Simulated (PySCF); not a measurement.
## Deuteron quadrupole couplings in `CO[C@@H]1C=NN([SiH](C)C)C1`

Species: C6H14N2OSi.
Structure used (GFN2-xTB), in Å, numbered top down from 1:
```xyz
24
C6H14N2OSi angstrom
C      3.744   -0.394   -0.452
O      2.701   -0.956    0.302
C      1.830   -0.005    0.875
C      0.911   -0.679    1.872
N     -0.321   -0.557    1.588
N     -0.498    0.147    0.462
Si    -2.076    0.599   -0.113
C     -2.055    0.466   -2.011
C     -3.315   -0.584    0.687
C      0.783    0.571   -0.102
H      4.354   -1.226   -0.798
H      4.357    0.278    0.162
H      3.369    0.165   -1.317
H      2.428    0.789    1.356
H      1.249   -1.236    2.723
H     -2.334    2.005    0.264
H     -3.023    0.718   -2.430
H     -1.326    1.141   -2.451
H     -1.809   -0.541   -2.337
H     -4.333   -0.237    0.542
H     -3.240   -1.582    0.267
H     -3.133   -0.663    1.753
H      0.907    0.141   -1.099
H      0.817    1.659   -0.171
```

Level: PBE0/pcSseg-1 (PySCF, non-relativistic); Q(2H) = 0.00286 b; rigid geometry, the same for H and D, with no vibrational averaging.

**Question.** Rank these positions by the coupling χzz of a deuteron there, largest first.
A. H14 (methine hydrogen)
B. H16 (Si–H hydrogen)
C. H24 (methylene hydrogen)
D. H15 (hydrogen on a C=N carbon)
E. H20 (methyl hydrogen)
F. H12 (methyl hydrogen)

**Answer.** D (233 kHz), E (220 kHz), C (202 kHz), F (194 kHz), A (185 kHz), B (102 kHz).

**Question.** What are Vzz, η and χzz (234.96 MHz × Q × Vzz) at all hydrogens?

**Answer.** 
```json
{"atom": "H11", "bonded to": "C1", "bond length (Å)": "1.088", "Vzz (au)": "0.3071", "η": "0.06", "χzz (kHz)": "206"}
{"atom": "H12", "bonded to": "C1", "bond length (Å)": "1.098", "Vzz (au)": "0.2889", "η": "0.08", "χzz (kHz)": "194"}
{"atom": "H13", "bonded to": "C1", "bond length (Å)": "1.096", "Vzz (au)": "0.2913", "η": "0.08", "χzz (kHz)": "196"}
{"atom": "H14", "bonded to": "C3", "bond length (Å)": "1.103", "Vzz (au)": "0.2758", "η": "0.06", "χzz (kHz)": "185"}
{"atom": "H15", "bonded to": "C4", "bond length (Å)": "1.071", "Vzz (au)": "0.3467", "η": "0.08", "χzz (kHz)": "233"}
{"atom": "H16", "bonded to": "Si7", "bond length (Å)": "1.478", "Vzz (au)": "0.1511", "η": "0.02", "χzz (kHz)": "102"}
{"atom": "H17", "bonded to": "C8", "bond length (Å)": "1.085", "Vzz (au)": "0.3279", "η": "0.01", "χzz (kHz)": "220"}
{"atom": "H18", "bonded to": "C8", "bond length (Å)": "1.086", "Vzz (au)": "0.3261", "η": "0.01", "χzz (kHz)": "219"}
{"atom": "H19", "bonded to": "C8", "bond length (Å)": "1.087", "Vzz (au)": "0.3239", "η": "0.02", "χzz (kHz)": "218"}
{"atom": "H20", "bonded to": "C9", "bond length (Å)": "1.085", "Vzz (au)": "0.3281", "η": "0.01", "χzz (kHz)": "220"}
{"atom": "H21", "bonded to": "C9", "bond length (Å)": "1.086", "Vzz (au)": "0.3267", "η": "0.01", "χzz (kHz)": "220"}
{"atom": "H22", "bonded to": "C9", "bond length (Å)": "1.084", "Vzz (au)": "0.3264", "η": "0.02", "χzz (kHz)": "219"}
{"atom": "H23", "bonded to": "C10", "bond length (Å)": "1.093", "Vzz (au)": "0.2981", "η": "0.04", "χzz (kHz)": "200"}
{"atom": "H24", "bonded to": "C10", "bond length (Å)": "1.092", "Vzz (au)": "0.3004", "η": "0.04", "χzz (kHz)": "202"}
```

**Question.** Average by the element that carries the hydrogen.

**Answer.** on C: 210 kHz over 13 positions, mean bond length 1.089 Å; on Si: 102 kHz over 1 position, mean bond length 1.478 Å.

**Question.** How does χzz go with the bond length over the 13 C–H bonds?

**Answer.** A straight-line fit has a slope of -16.7 kHz for each 0.01 Å, with a correlation coefficient of -0.96, over lengths from 1.071 to 1.103 Å. The longer bonds have the smaller couplings here.

**Question.** A static deuteron (I = 1) shows a doublet split by (3/2)χ, (3/4)χ(1 + η) and (3/4)χ(1 − η) with the field along z, y and x of the gradient. What are these for H19?

**Answer.** With |χ| = 217.7 kHz and η = 0.020: 327, 167 and 160 kHz, to first order and without motion.

Geometry: GFN2-xTB, one conformer, isolated molecule. GFN2-xTB bond lengths can be off by several hundredths of an ångström, more for odd bonds, and the gradients follow them. The small basis limits the accuracy of the gradients.

These values come from a run that also computed NMR shieldings. Time: 57 s wall; peak memory 1.1 GiB. Hardware: Arm Neoverse V2, one thread, no GPU, shared host with 192 logical CPUs at a one-minute load of 125.
